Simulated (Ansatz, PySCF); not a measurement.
System: MgCl, net charge 1, singlet state. 
Structure (B3LYP-D3(BJ)/def2-TZVP (Ansatz, an electronic-structure program) minimum search):
SMILES: [Cl][Mg+]
```xyz
2

Mg     0.0000     0.0000    -1.2414
Cl     0.0000     0.0000     0.8763
```
Charge +1, spin multiplicity 1.

Total electronic energies in hartree. Valence correlation only, unless marked. Spin-orbit coupling is left out. No relativistic terms. Basis-set limits of correlation are two-point, X^-3; Hartree-Fock from the larger set.

```
level                                        program  energy (Eh)
------------------------------------  --------------  -----------
HF-D3(BJ)/def2-TZVPD                   PySCF + dftd3   -658.92704
B97M-V/def2-TZVPD                             Ansatz   -659.89008
PBE0/def2-TZVP                                Ansatz   -659.79377
BHLYP-D4/def2-TZVPD                   Ansatz + dftd4   -660.05694
PW6B95-D4/def2-TZVPD                   PySCF + dftd4   -660.61113
PW6B95/def2-TZVPD                              PySCF   -660.61003
wB97X/def2-TZVPD                              Ansatz   -660.04775
RPA@PBE/def2-TZVPP                            Ansatz   -659.23224
MP2/def2-QZVPP                                Ansatz   -659.15992
MP2/CBS(def2-TZVPP,def2-QZVPP)                Ansatz    -659.1759
RI-MP2/def2-QZVPP                             Ansatz   -659.15976
CCSD/6-31G                                    Ansatz   -658.89279
CCSD/def2-TZVPP                               Ansatz   -659.13149
CCSD(T)/def2-TZVPPD                           Ansatz   -659.14282
CCSD(T)/CBS(def2-TZVPPD,def2-QZVPPD)          Ansatz    -659.2021
```

Totals of different functionals don't rank their quality; only differences between species are comparable.
